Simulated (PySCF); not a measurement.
Zn(SH)2 (H₂S₂Zn), SMILES [SH][Zn][SH]. Atoms are numbered in the order given.

```xyz
5

Zn     0.0000     0.0000     0.0181
S     -2.1504     0.0579     0.0401
H     -2.2423    -0.8878    -0.9135
S      2.1504    -0.0579     0.0401
H      2.2423     0.8878    -0.9135
```

Geometry: r2SCAN-D4/def2-TZVP. Other conformers were not sampled.

These are PBE/def2-TZVPD in PySCF values and carry that method's errors.

Symmetry labels are those of the subgroup C2 that the program uses (full group C2).

Problem. List the valence orbital energies around the gap with their symmetry. (Estimate from the structure and the level; the computed values follow.)

Solution. 
```tsv
orbital	symmetry	energy (eV)
HOMO−7	B	-12.44
HOMO−6	A	-12.44
HOMO−5	A	-10.00
HOMO−4	B	-9.97
HOMO−3	A	-8.55
HOMO−2	B	-7.48
HOMO−1	B	-6.41
HOMO	A	-6.40
LUMO	A	-1.86
LUMO+1	A	-1.24
LUMO+2	B	-1.24
LUMO+3	B	-0.55
```
